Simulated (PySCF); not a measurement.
**Simulated absorption spectrum**

C₅H₆F₃N.
SMILES: `[H]/N=C1/[C@H](C(F)(F)F)CC1`

Level of theory: TDDFT PBE0/def2-SVPD, vertical, gas phase, core orbitals frozen in the response (PySCF). Geometry: GFN2-xTB; no solvent, vibrations or thermal averaging. Torsions of this conformer, `[H]/[N:1]=[C:2]1\[CH2:3][CH2:4][C@H:5]1[C:6]([F:7])([F:8])[F:9]`: C4–C5–C6–F7 174°.

Each state is given a Gaussian of 0.3 eV full width at half maximum, with ε(max) = 2.175×10⁸ f / Δν̃ (Δν̃ the width in cm⁻¹). The width is an assumption, not a result. The curve ends short of the highest state used, and states not computed would add to its high-energy end.

```tsv
E (eV)	ε (L mol⁻¹ cm⁻¹)
4.55	0
4.69	11
4.83	88
4.97	206
5.11	144
5.25	30
5.39	2
5.52	0
5.66	0
5.80	0
5.94	0
6.08	0
6.22	0
6.36	0
6.50	0
6.64	1
6.78	51
6.92	712
7.06	2985
7.20	3758
7.34	1875
7.48	3917
7.62	9121
7.75	7134
```

(1) Where are the band maxima, and which computed states make them?

(2) On this curve, what absorbance would a 10⁻⁴ mol/L sample give at 266 nm over a 1 cm path?

(3) Does any computed singlet lie in the visible range?

(4) Coming from long wavelengths, where does ε first pass 100 L mol⁻¹ cm⁻¹?

Results:

(1) 248 nm (5.00 eV), ε about 210, made up of S1 (100%); 173 nm (7.16 eV), ε about 4000, made up of S2 (100%); 162 nm (7.65 eV), ε about 9400, made up of S4 (97%) (ε in L mol⁻¹ cm⁻¹; maxima over ε = 5, shares over 10%). The states used: S1 5.00 eV (f 0.0024); S2 7.16 eV (f 0.044); S3 7.53 eV (f 0.0007); S4 7.65 eV (f 0.102); S5 7.72 eV (f 0.0030); S6 8.13 eV (f 0.0005); S7 8.20 eV (f 0.028); S8 8.35 eV (f 0.011).

(2) 266 nm is 4.661 eV, where ε is about 6.3 L mol⁻¹ cm⁻¹, so A = ε c l ≈ 0.00063 (Beer–Lambert, with the gas-phase spectrum and the assumed width).

(3) No computed singlet lies in the visible range (380 to 750 nm); the lowest, at 248 nm, stands 1.74 eV above its violet end (3.26 eV).

(4) At about 256 nm (4.84 eV), 0.15 eV below S1.

The run took 54 s of wall time on one thread, Arm Neoverse V2, no GPU, shared host.
